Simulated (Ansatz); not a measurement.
Calculated with Ansatz (gas phase, PBE0-D4/def2-TZVP geometries, no zero-point term in ΔE). CBS: MP2 limit from def2 TZ/QZ plus the TZ coupled-cluster correction, frozen cores. Functionals use def2-TZVPP. One conformer a species, not always the lowest.

Consider the formal exchange of groups at a B–C bond: `[SiH3]BCS[SiH3]` + `C=CSC` → `CSB[SiH3]` + `C=CCS[SiH3]`.

CCSD(T)/CBS gives -28.7 kcal/mol.

(1) Another level gave -28.3 kcal/mol. Which?
A. ωB97X-V/def2-TZVPP
B. HF/def2-TZVPP
C. B2PLYP/def2-TZVPP
D. MP2/def2-TZVPP

Largest T1 diagnostic among the species: 0.015.

Answers

(1) C. B2PLYP -28.3, ωB97X-V -27.3, MP2/def2-TZVPP -29.6, HF/def2-TZVPP -26.3 kcal/mol.

In def2-TZVPP, CCSD(T) changes the Hartree–Fock value by −2.9 kcal/mol (the triples alone add −0.7 kcal/mol) and MP2 by −3.3 kcal/mol.
